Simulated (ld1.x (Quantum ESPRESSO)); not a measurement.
## rubidium: excitation energies, all-electron against TM

rubidium, norm-conserving Troullier–Martins (Kleinman–Bylander form), made with ld1.x (Quantum ESPRESSO) 7.5 (BLYP, scalar-relativistic). Core [Ar] 3d10 4s2, reference 4p6 4d0 5s0 5p0 (charge +1). Waves: 5s (bound, empty): rc 3.90 bohr; 4p (bound): rc 1.60 bohr; 4d (bound, empty): rc 3.75 bohr. Local part: all-electron potential smoothed inside 2.35 bohr (lloc = -1). Core correction: none.

Energies are relative to the spin-unpolarised reference configuration 4p6 4d0 5s0 5p0; without spin polarisation the order of configurations can differ from experiment. Not all tests gave a result: 2 of 6 tests not solved or not reliable. Left out of the table: 4p6 4d0 5s1 5p0 (pseudo-atom not self-consistent, printed error +10 meV); 4p5 4d0 5s1 5p0 (solver errors, printed error -2.2 eV).

```csv
valence configuration,charge,ΔE all-electron (eV),error AE − PS (meV)
4p6 4d0 5s0.5 5p0,+0.5,-2.619,+3.9
4p6 4d0 5s0 5p1,0,-2.573,+7.6
4p6 4d0.5 5s0.5 5p0,0,-3.058,+5.9
```

What are ΔE and the potential's error for 4p6 4d1 5s0 5p0?

ΔE = -1.880 eV all-electron; the error (AE − PS) is +2.9 meV.

Levels in the configuration 4p6 4d0 5s0 5p1:

```csv
level,all-electron (eV),pseudo (eV)
4p,-17.130,-17.110
5p,-1.192,-1.195
```

ld1.x printed “convergence not achieved” for 2 of the counted tests; their residual had stalled under 1e-8, short of the target of 1e-14.

Note: ghost state, extra bound levels that the all-electron valence spectrum of the same l lacks: s at -24.0 eV. A true bound ghost makes a file unfit for plane-wave use.
